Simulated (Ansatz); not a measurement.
Reaction (cleavage of the Sb–Sb bond): `[F][SbH][SbH2]` + H–F → `[F][SbH][F]` + `[SbH3]`

Isolated molecules relaxed with PBE0-D4/def2-TZVP in Ansatz; ΔE leaves out vibrations. CCSD(T)/CBS adds triple-zeta CCSD(T) − MP2 to the extrapolated MP2 energy (def2 sets, frozen cores). This one scheme is used for every species. DFT in def2-TZVPP. B3LYP here is the variant with VWN-RPA as its local correlation; programs differ in this. HSE06 is defined as in plane-wave codes. def2 core potentials past Kr. For Sb outer-core shells are correlated without core-valence functions, which leaves a few kJ/mol of doubt a bond.

Task: Is it downhill or uphill in electronic energy at CCSD(T)/CBS, and by how much? (Best estimate.)

Result: Computed: Uphill: ΔE = +18.1 kJ/mol.

Task: What do these levels give: B97M-V, r2SCANh-D4, HSE06-D4, CAM-B3LYP-D4, B2PLYP, PBE, B3LYP, BHLYP, CAM-B3LYP, LC-ωPBE, CCSD(T)/def2-SVP, CCSD(T)/def2-TZVPP? (Estimate.)

Result: The calculation gave: B97M-V -20.9, r2SCANh-D4 10.5, HSE06-D4 22.4, CAM-B3LYP-D4 -2.8, B2PLYP 5.5, PBE 10.1, B3LYP 0.3, BHLYP 1.5, CAM-B3LYP -8.1, LC-ωPBE -2.6, CCSD(T)/def2-SVP 15.5, CCSD(T)/def2-TZVPP 12.2 kJ/mol.

Largest T1 diagnostic among the species: 0.015.

The D4 term adds +8.8 kJ/mol with B3LYP and +4.8 kJ/mol with PBE0; it sums over pairs of atoms, weighted by their polarisabilities, and B3LYP, whose exchange is more repulsive, gets the larger term. From PBE to PBE0 (25 % exact exchange), in def2-TZVPP and without D4, ΔE moves by +6.4 kJ/mol.
